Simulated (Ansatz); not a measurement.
Ge25SbH34, a doped nanocrystal cut from the lattice of germanium (Sb on an inner site). Charge 0, multiplicity 2. Geometry r2SCAN-D4/def2-SVP.

```xyz
60

Ge    3.252   -0.382   -2.868
Ge    3.785   -0.668    1.493
Ge   -0.444    4.734    2.161
Ge    1.985    2.019    3.719
Ge    1.447    2.157   -0.282
Ge   -1.535    0.539   -3.066
Ge    0.352   -1.746   -0.258
Ge   -1.507    0.885    2.316
Ge    0.410   -2.578   -4.304
Ge   -2.873   -3.124   -2.192
Ge    0.910   -1.836    3.838
Ge   -2.974   -2.914    1.806
Ge    2.502    1.892   -2.455
Ge    0.632    4.440   -0.001
Ge   -0.382   -0.395   -5.010
Ge    2.990    1.628    1.533
Ge    1.690   -2.165   -2.271
Ge    1.859   -2.144    1.622
Ge    1.192    4.309    3.905
Ge   -2.302    3.188    2.423
Ge    0.147    0.458    4.055
Sb   -0.731    0.664   -0.327
Ge   -3.519   -0.834   -2.701
Ge   -1.556   -3.270   -0.146
Ge   -3.439   -0.597    2.377
Ge   -1.487   -4.051   -3.958
H     3.538   -0.526   -4.379
H     4.591   -0.579   -2.133
H     4.675   -0.887    2.734
H     4.635   -0.957    0.242
H    -0.951    6.191    2.273
H     3.076    1.753    4.784
H    -2.013    1.985   -3.353
H     1.383   -3.178   -5.345
H    -4.137   -3.996   -2.006
H     2.014   -2.134    4.874
H    -0.255   -2.813    4.090
H    -2.344   -3.618    3.023
H    -4.321   -3.613    1.521
H     3.718    2.841   -2.542
H     1.488    2.327   -3.532
H     1.824    5.417   -0.121
H    -0.356    4.757   -1.144
H     0.806    0.489   -5.435
H    -1.338   -0.521   -6.217
H     4.185    2.600    1.366
H     2.537   -3.421   -1.942
H     2.329   -3.611    1.470
H     2.380    5.283    3.767
H     0.557    4.526    5.293
H    -3.009    3.463    3.769
H    -3.331    3.411    1.294
H    -0.468    0.688    5.457
H    -4.336   -0.275   -1.516
H    -4.441   -0.853   -3.938
H    -0.991   -4.711   -0.052
H    -4.454   -0.047    1.352
H    -4.114   -0.559    3.765
H    -2.278   -4.181   -5.276
H    -1.004   -5.459   -3.552
```

In the def2 sets Sb takes a core potential; there is no spin–orbit coupling. Single mean-field runs in def2-SVP are fitted with def2-universal-jkfit.

**Question.** Estimate the α-spin orbital energies around the gap (eV) in Ansatz with PBE-D4/def2-SVP, r2SCAN-D4/def2-SVP, PBE0-D4/def2-SVP, r2SCAN0-D4/def2-SVP.

**Answer.** 
| orbital | PBE-D4/def2-SVP | r2SCAN-D4/def2-SVP | PBE0-D4/def2-SVP | r2SCAN0-D4/def2-SVP |
| --- | --- | --- | --- | --- |
| HOMO−9 | -6.54 | -6.83 | -7.55 | -7.73 |
| HOMO−8 | -6.50 | -6.79 | -7.50 | -7.68 |
| HOMO−7 | -6.41 | -6.70 | -7.40 | -7.57 |
| HOMO−6 | -6.36 | -6.64 | -7.33 | -7.50 |
| HOMO−5 | -6.32 | -6.60 | -7.29 | -7.47 |
| HOMO−4 | -6.16 | -6.43 | -7.10 | -7.27 |
| HOMO−3 | -6.10 | -6.37 | -7.04 | -7.21 |
| HOMO−2 | -5.97 | -6.24 | -6.90 | -7.06 |
| HOMO−1 | -5.94 | -6.20 | -6.86 | -7.01 |
| HOMO | -4.14 | -4.37 | -4.84 | -5.05 |
| LUMO | -2.28 | -2.20 | -1.64 | -1.61 |
| LUMO+1 | -2.07 | -1.96 | -1.41 | -1.37 |
| LUMO+2 | -1.85 | -1.75 | -1.21 | -1.17 |
| LUMO+3 | -1.83 | -1.72 | -1.16 | -1.12 |
| LUMO+4 | -1.79 | -1.68 | -1.13 | -1.08 |
| LUMO+5 | -1.67 | -1.55 | -1.01 | -0.96 |
| β HOMO | -5.91 | -6.15 | -6.80 | -6.94 |
| β LUMO | -3.71 | -3.56 | -3.08 | -2.96 |
